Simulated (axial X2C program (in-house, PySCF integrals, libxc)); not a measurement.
## FeBr: cheaper levels and CCSD(T), with spin–orbit coupling

Computed with an in-house all-electron X2C program for linear molecules (integrals from PySCF). Two-component (2c) means X2C with spin–orbit coupling and atomic mean-field two-electron Coulomb and Gaunt terms. Basis: Br dyall-cv3z [8s9p6d4f1g], Fe dyall-cv3z [9s10p6d3f2g] (cores contracted in-house); Gaussian nuclei, density fitting, unrestricted open shells. Masses: Br 78.918 u, Fe 55.935 u.

State: Ω = 9/2 (⟨Sz⟩ = 2.50, ⟨Lz⟩ = 2.00 at HF); fragments Br + Fe.

| level | Re (Å) | ωe (cm⁻¹) |
| --- | --- | --- |
| PBE0 | 2.324 | 298.2 |
| HF | 2.410 | 285.5 |
| MP2 | 2.343 | 299.9 |
| CCSD | 2.347 | 298.2 |

Correlated methods: 15 electrons correlated (number of frozen shells: Br 3 s, 2 p, 1 d; Fe 3 s, 2 p), 265 virtual spin orbitals or spinors in MP2, 90 natural virtuals in coupled cluster.

CCSD(T), same Hamiltonian and basis:

Re = 2.343 Å, ωe = 298.6 cm⁻¹; T1 = 0.016 (Lee–Taylor normalisation).

Problem. Give the differences from CCSD(T) in the columns below.

Solution. 

```tsv
level	ΔRe (Å)	Δωe (cm⁻¹)
PBE0	-0.019	-0.4
HF	0.067	-13.1
MP2	0.000	1.3
CCSD	0.004	-0.4
```

One determinant describes the state; a PBE0 search over occupations chose it and may have missed a lower one. De is not given where an atomic determinant may have missed its ground term or J level, or where the truncated virtual space spoils (T). Density functionals use the spin component along the axis (collinear). Coupled cluster ran in a truncated set of natural virtual spinors; the MP2 energy of the rest was added. (T) has no such correction and the atoms are truncated less, which lowers De at CCSD(T) by a hundredth of an eV or more. PBE0 can misorder states that lie within some tenths of an eV, so this need not be the ground state of the molecule. The nearest other spin-free determinant of the search, M_S = 5/2, Λ = 0, lies 0.09 eV up at the distance of the search. The functionals have no current-density term, which raises determinants with orbital currents, atoms included. With several unpaired electrons one determinant need not be a pure state. A state of lower Ω lies just above, and one determinant can place such states too high, so the state shown need not be the lowest. The search has Ω = 1/2 only 0.09 eV up.
